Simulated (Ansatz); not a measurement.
The lowest singlet and triplet of CH3N (SMILES C[N]); geometries from B3LYP-D3(BJ)/def2-TZVP, each state relaxed from the structure named, with no frequency check, low spin by broken symmetry.
Singlet (charge 0, multiplicity 1):
```xyz
5

C     -0.533     0.061     0.040
N      0.854    -0.097    -0.065
H     -0.872    -0.093     1.078
H     -0.842     1.073    -0.269
H     -1.064    -0.664    -0.598
```

A positive gap puts the triplet lower; no zero-point energy. R- takes a restricted singlet, here one determinant of a half-filled degenerate or near-degenerate pair, which mixes singlet states. U- takes an unrestricted singlet (broken symmetry where lower, unprojected). The triplet is unrestricted in single-reference levels. Active spaces average the two states.

Correlated levels freeze the cores.

Programs: Ansatz (a first-principles code) with Gaussian orbitals. Each number belongs to the level named beside it.

```
level                                     gap E(singlet) − E(triplet), vertical, at the singlet's geometry (kJ/mol)
----------------------------------------  -------------------------------------------------------------------------
R-B3LYP/def2-TZVPP                                                                                            184.6
U-PBE0/def2-TZVPP (spin-contaminated)                                                                          51.8
R-BHLYP/def2-TZVPP                                                                                            201.5
U-B2PLYP/def2-TZVPP (spin-contaminated)                                                                        55.3
R-CCSD(T)/cc-pVDZ                                                                                             185.7
R-CCSDT/cc-pVDZ                                                                                               162.5
SA-CASSCF(2,2)/cc-pVTZ                                                                                        161.4
FIC-NEVPT4(SD) on SA-CASSCF(2,2)/cc-pVDZ                                                                      161.0
FIC-MRCISD+Q on SA-CASSCF(2,2)/cc-pVTZ                                                                   (withheld)
```

Question: What belongs in the gaps?

Answer: 
- FIC-MRCISD+Q on SA-CASSCF(2,2)/cc-pVTZ, gap E(singlet) − E(triplet), vertical, at the singlet's geometry (kJ/mol): 143.9

Doubts at one or more of the structures used: a restricted determinant that unrestricted orbitals would lower (R-B3LYP/def2-TZVPP, R-BHLYP/def2-TZVPP, R-CCSD(T)/cc-pVDZ, R-CCSDT/cc-pVDZ); other coupled-cluster roots lie near (R-CCSDT/cc-pVDZ).
